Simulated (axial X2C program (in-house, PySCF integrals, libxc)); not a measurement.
**TlCl: cheaper levels and CCSD(T), two-component**

All values were computed with an in-house all-electron X2C program for linear molecules (integrals from PySCF). Two-component (2c) means X2C with spin–orbit coupling and atomic mean-field two-electron Coulomb and Gaunt terms. Basis: Tl dyall-cv4z [14s16p11d7f3g], Cl dyall-av4z [10s9p4d3f2g] (cores contracted in-house); Gaussian nuclei, density fitting, unrestricted open shells. Masses: Tl 204.974 u, Cl 34.969 u.

State: Ω = 0 (closed shell); fragments Tl + Cl.

```csv
level,Re (Å),ωe (cm⁻¹),De (eV)
PBE0,2.496,278.4,3.83
HF,2.527,268.2,2.49
MP2,2.486,285.1,3.99
CCSD,2.501,279.8,3.70
TPSSh,2.512,273.8,3.97
B97-3,2.525,267.7,3.81
r2SCAN,2.500,279.1,4.10
```

Correlated methods: 20 electrons correlated (number of frozen shells: Tl 5 s, 4 p, 2 d, 1 f; Cl 2 s, 1 p), 402 virtual spin orbitals or spinors in MP2, 180 natural virtuals in coupled cluster.

CCSD(T), same Hamiltonian and basis:

Re = 2.499 Å, ωe = 281.1 cm⁻¹, De = 3.81 eV; T1 = 0.013 (Lee–Taylor normalisation).

**Question.** Give the differences from CCSD(T) in the columns below.

**Answer.** 

```
 level  ΔRe (Å)  Δωe (cm⁻¹)  ΔDe (eV)
  PBE0   -0.003        -2.7      0.02
    HF    0.028       -12.9     -1.32
   MP2   -0.013         4.0      0.18
  CCSD    0.002        -1.3     -0.11
 TPSSh    0.013        -7.3      0.16
 B97-3    0.026       -13.4      0.00
r2SCAN    0.001        -2.0      0.29
```

The state is a single determinant with fixed occupations, the lowest that a limited PBE0 search found. The closed shell is kept restricted, so the energy runs too high when the bond is stretched far. De is counted from the lowest determinant-based energies of the atoms at the same level, without counterpoise correction. CCSD and (T) use frozen natural virtuals with an MP2 correction for the truncation; (T) itself is uncorrected, so its De runs slightly low. In 2c an atomic determinant is not the ground J level, so De misses part of the atomic spin–orbit lowering. This holds for PBE0, TPSSh, r2SCAN. Without a current term, density functionals place determinants with orbital angular momentum somewhat too high.
